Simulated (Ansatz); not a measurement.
Spectroscopic constants of SeO, multiplicity 3 (the spin of the measured ground state). No spin–orbit coupling. Se is treated without relativity.

```csv
level,bond energy D_e (kcal/mol)
SVWN5/def2-TZVPP,146.43
PBE/def2-TZVPP,121.84
r2SCAN/def2-TZVPP,111.93
B97M-V/def2-TZVPP,107.95
B3LYP/def2-TZVPP,106.25
PBE0/def2-TZVPP,105.15
BHLYP/def2-TZVPP,86.96
CAM-B3LYP/def2-TZVPP,104.57
wB97X-V/def2-TZVPP,105.84
wB97M-V/def2-TZVPP,103.23
B2PLYP/def2-TZVPP,106.84
CCSD/def2-TZVPP,91.38
CCSD/def2-QZVPP,94.97
CCSD(T)/def2-TZVPP,99.09
CCSD(T)/def2-QZVPP,103.36
```

The rows run from 86.96 (BHLYP/def2-TZVPP) to 146.43 kcal/mol (SVWN5/def2-TZVPP). From def2-TZVPP to def2-QZVPP CCSD(T) changes by 4.27. The 11 functionals in def2-TZVPP without D3 or D4 span 59.46, from BHLYP to SVWN5.

D_e counts from the fitted minimum to each atom's lowest state at the same level, without counterpoise.

Correlated levels freeze the inner cores; with def2 sets outer-core shells near the valence are correlated too.

The values were computed with Ansatz (an electronic-structure program). Each number belongs to the level named beside it.
